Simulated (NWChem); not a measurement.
System: C$_{3}$H$_{5}$BO; SMILES C#CB(C)O

Input file for NWChem:

```
start job
memory heap 200 mb stack 900 mb global 1100 mb
geometry units angstroms
  B     -0.447117    -0.107621     0.032795
  C      1.025347     0.278266    -0.144291
  C      2.178152     0.588332    -0.294747
  H      3.189269     0.857836    -0.405482
  C     -0.895689    -0.887307     1.341012
  H     -1.958438    -1.110379     1.337403
  H     -0.674291    -0.306893     2.232728
  H     -0.351553    -1.826076     1.440758
  O     -1.374933     0.196257    -0.884616
  H     -1.083843     0.668084    -1.665041
end
basis spherical
  * library def2-svp
end
dft
  xc pbe0
  iterations 150
end
driver
  maxiter 120
end
task dft optimize
task dft freq
```

The level has its own optimisation; frequencies are unscaled. Brackets give each atom's bonded neighbours.

Task: Predict the main results of this run. (PBE0/def2-SVP.) Quantities: r B–C [B(CCO)–C(BC)] (Å); r B–C [B(CCO)–C(BHHH)] (Å); r B–O (Å); r C–C (Å); highest harmonic frequency (cm⁻¹); lowest (cm⁻¹); zero-point energy (kcal/mol); dipole (D).

Result: 
* **r B–C [B(CCO)–C(BC)] (Å)**: 1.549
* **r B–C [B(CCO)–C(BHHH)] (Å)**: 1.567
* **r B–O (Å)**: 1.357
* **r C–C (Å)**: 1.218
* **highest harmonic frequency (cm⁻¹)**: 3893
* **lowest (cm⁻¹)**: 85
* **zero-point energy (kcal/mol)**: 47.2
* **dipole (D)**: 1.47
